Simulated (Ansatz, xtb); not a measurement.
## Relaxing a trial structure of BFH5OSi+

The starting geometry of this gas-phase singlet was built from a drawn formula by distance geometry and a force field; its bonds are those of `[BH3-][OH+][SiH+]F`.

```yaml
atoms:
  - { symbol: B, position_ang: [-1.3955, -1.6207, 1.5364] }
  - { symbol: F, position_ang: [-0.8024, -0.1263, -2.0412] }
  - { symbol: O, position_ang: [-1.4003, -2.0075, 0.1161] }
  - { symbol: Si, position_ang: [-0.2517, -1.0255, -0.7074] }
  - { symbol: H, position_ang: [-0.2949, -1.7260, 2.0312] }
  - { symbol: H, position_ang: [-1.7900, -0.5111, 1.6144] }
  - { symbol: H, position_ang: [-2.1420, -2.2939, 2.1520] }
  - { symbol: H, position_ang: [-1.0361, -2.9471, 0.1114] }
  - { symbol: H, position_ang: [1.1573, -1.0435, -0.3857] }
```

Q: Predict what it relaxes into with r2SCAN-D4/def2-SVP.

A: A new bond forms, giving a structure given below by its coordinates. Distances that change by over a tenth: B1–Si4 (2.59 → 2.29 Å), B1–H6 (1.18 → 1.56 Å). Contacts that close: Si4–H6 (2.83 → 1.55 Å).

The energy falls by 3.36 eV over 21 steps:

```
step  E − E(last) (eV)
   1             3.358
   3             1.250
   5             0.371
   8             0.113
  10             0.038
  12             0.010
  14             0.003
  17             0.000
  19             0.000
  21             0.000
```

Final geometry (Å):

| atom | x (Å) | y (Å) | z (Å) |
| --- | --- | --- | --- |
| B | -1.3640 | -1.8156 | 1.5290 |
| F | -1.4875 | -0.1011 | -1.2990 |
| O | -1.0962 | -2.3876 | 0.0982 |
| Si | -0.4731 | -0.8253 | -0.3314 |
| H | -0.5685 | -2.1701 | 2.3485 |
| H | -0.7554 | -0.4343 | 1.1383 |
| H | -2.4936 | -1.4557 | 1.6714 |
| H | -0.6544 | -3.2532 | -0.0039 |
| H | 0.9371 | -0.8588 | -0.7238 |

From the same start GFN2-xTB ends elsewhere, at `B[OH+][SiH2]F`.

No frequencies were run, so the end isn't proven a minimum. Run with Ansatz 0.2.0, 28 s on 2 threads of Intel(R) Xeon(R) 6975P-C (Granite Rapids) (shared host).
